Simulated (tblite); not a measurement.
Compound: C3H13BGaNO.
Numbering: `[BH2:1][N:2]([CH3:3])[GaH2-:4][O+:5]([CH3:6])[CH3:7]` (hydrogens: H8, H9 on B1; H10, H11, H12 on C3; H13, H14 on Ga4; H15, H16, H17 on C6; H18, H19, H20 on C7)

Geometry (GFN2-xTB, Å), atoms numbered from 1 in this order:
```xyz
20
C3H13BGaNO angstrom
B     -2.5366   -0.2871    0.6536
N     -1.6884    0.2859   -0.2850
C     -1.8822    0.0722   -1.7158
Ga    -0.2441    1.4289    0.1631
O      1.4059    0.0682   -0.0436
C      1.4073   -1.0250    0.8550
C      2.4739    0.0474   -0.9700
H     -2.3042   -0.0693    1.7916
H     -3.4391   -0.9695    0.3286
H     -2.9274    0.2067   -2.0026
H     -1.2693    0.7896   -2.2822
H     -1.5753   -0.9387   -2.0054
H      0.2000    2.3655   -1.0067
H     -0.0254    1.7685    1.6585
H      0.5173   -0.9116    1.4780
H      2.3072   -1.0128    1.4788
H      1.3504   -1.9726    0.3096
H      2.3429    0.9163   -1.6139
H      3.4356    0.1143   -0.4512
H      2.4461   -0.8662   -1.5725
```

All values are computed: GFN2-xTB (tblite) harmonic vibrations without scaling, gas phase. This tight-binding method is rough: wavenumbers can miss measured ones by several per cent, in bad cases by 10 to 20. Modes of hydrogen on boron and gallium can be 10 to 20 % off. One conformer, not necessarily the lowest.

Harmonic wavenumbers (cm⁻¹): 25.9, 30.3, 60.4, 101.5, 110.1, 139.2, 168.5, 202.0, 220.4, 243.1, 260.2, 286.8, 415.7, 421.4, 464.4, 482.1, 486.7, 561.1, 684.7, 850.0, 884.7, 925.2, 998.2, 1063.4, 1098.7, 1118.1, 1122.4, 1145.6, 1151.2, 1167.1, 1214.2, 1371.2, 1392.4, 1397.8, 1418.7, 1444.2, 1453.6, 1466.2, 1475.1, 1475.3, 1488.7, 1630.8, 1704.3, 2506.8, 2560.6, 2852.4, 2913.3, 2939.7, 2942.1, 2947.7, 2950.8, 2959.5, 2977.6, 3015.3.

A = 2372, B = 1149, C = 1075 MHz; mass 159.035 u (most abundant isotopes); point group C1, symmetry number 1.

**Question.** What is the zero-point energy?

**Answer.** ½Σν̃ = 33694 cm⁻¹ = 403.07 kJ/mol.

**Question.** Give the ideal-gas entropy at 500 K and 1 bar in the rigid-rotor, harmonic-oscillator model (classical rotation).

**Answer.** Translation 182.82, rotation 128.14, vibration 277.00: S = 588.0 J/(mol K).

**Question.** And Cp and H(500 K) − H(0)?

**Answer.** Cp = 256.81 J/(mol K), of which vibrations give 223.55 (their classical limit is 54 R = 449.0); H(500 K) − H(0) = 80.59 kJ/mol without the zero-point energy, 63.96 from vibrations.

**Question.** How do the functions run with temperature in this model?

**Answer.** 
```json
{"T (K)": "50", "S (J/(mol K))": "264.6", "Cp (J/(mol K))": "69.9", "H − H(0) (kJ/mol)": "2.55", "G − H(0) (kJ/mol)": "-10.68", "ln q(vib)": "1.51"}
{"T (K)": "100", "S (J/(mol K))": "323.4", "Cp (J/(mol K))": "102.0", "H − H(0) (kJ/mol)": "6.88", "G − H(0) (kJ/mol)": "-25.46", "ln q(vib)": "3.66"}
{"T (K)": "298.15", "S (J/(mol K))": "474.8", "Cp (J/(mol K))": "184.8", "H − H(0) (kJ/mol)": "35.78", "G − H(0) (kJ/mol)": "-105.78", "ln q(vib)": "11.34"}
{"T (K)": "373.15", "S (J/(mol K))": "519.4", "Cp (J/(mol K))": "213.1", "H − H(0) (kJ/mol)": "50.71", "G − H(0) (kJ/mol)": "-143.09", "ln q(vib)": "13.89"}
{"T (K)": "750", "S (J/(mol K))": "705.3", "Cp (J/(mol K))": "322.1", "H − H(0) (kJ/mol)": "153.49", "G − H(0) (kJ/mol)": "-375.49", "ln q(vib)": "25.19"}
{"T (K)": "1000", "S (J/(mol K))": "804.4", "Cp (J/(mol K))": "366.0", "H − H(0) (kJ/mol)": "239.85", "G − H(0) (kJ/mol)": "-564.53", "ln q(vib)": "31.72"}
```

q(vib) and H(0) count from the zero-point level.

**Question.** Blend soft modes into free rotors: weight 1/[1 + (100 cm⁻¹/ν̃)⁴] for the oscillator and the rest for a rotor with moment μB/(μ + B), μ = h/(8π²ν), B = 10⁻⁴⁴ kg m². What vibrational entropy results?

**Answer.** 246.42 J/(mol K) in place of 277.00, which changes −T·S at 500 K by +15.29 kJ/mol.

**Question.** What must be added to the electronic energy to get the Gibbs energy at 500 K and 1 bar?

**Answer.** ZPE + [H(500 K) − H(0)] − T·S = 403.07 + 80.59 − 293.98 = 189.68 kJ/mol.

Hindered rotation and anharmonicity are outside this model. Other conformers, if any are populated, would add a mixing term that is left out. The structure is chiral; the term R ln 2 for an equal mix with its mirror image is left out.
